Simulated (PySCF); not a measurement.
**Polarisability and C₆ of Pd (palladium, neutral)**

[Kr] 4d10, closed-shell 1S. Computed with PySCF 2.14 in ANO-RCC-VTZP (7s6p4d2f1g, 68 functions), with the spin-free X2C one-electron Hamiltonian (Gaussian nucleus). Coupled (time-dependent) response in atomic units; α is the mean over directions. The basis has no added diffuse functions, which lowers α and C₆.

```json
{"method": "UHF", "mean α (bohr³)": "16.15", "C₆ (like pair)": "100.8", "S(−4)": "159.4"}
{"method": "PBE", "mean α (bohr³)": "20.43", "C₆ (like pair)": "128.9", "S(−4)": "291.7"}
{"method": "PBE0", "mean α (bohr³)": "18.98", "C₆ (like pair)": "119.6", "S(−4)": "239.9"}
{"method": "r2SCANh", "mean α (bohr³)": "19.27", "C₆ (like pair)": "123.1", "S(−4)": "239.4"}
```

S(−4) is the Cauchy moment in α(ω) = α(0) + S(−4) ω² + …

Reference α: 26.14 ± 0.1 bohr³ (recommended; Schwerdtfeger and Nagle, table of static dipole polarizabilities (2023 update)). Published C₆: 628.0 (Gould and Bucko (2016)).

α(iu) at PBE0:

| u (hartree) | α(iu) (bohr³) |
| --- | --- |
| 0 | 18.98 |
| 0.0500 | 18.41 |
| 0.100 | 16.94 |
| 0.200 | 13.36 |
| 0.300 | 10.61 |
| 0.500 | 7.665 |
| 0.750 | 5.951 |
| 1.00 | 4.907 |
| 1.50 | 3.494 |
| 2.00 | 2.554 |
| 3.00 | 1.472 |
| 5.00 | 0.6404 |

A single London oscillator, α(iu) = α/(1 + u²/ω²), gives C₆ = (3/4) ω α². Matching the computed C₆ needs ω = 4 × 119.6 / (3 × 18.98²) = 0.443 hartree.
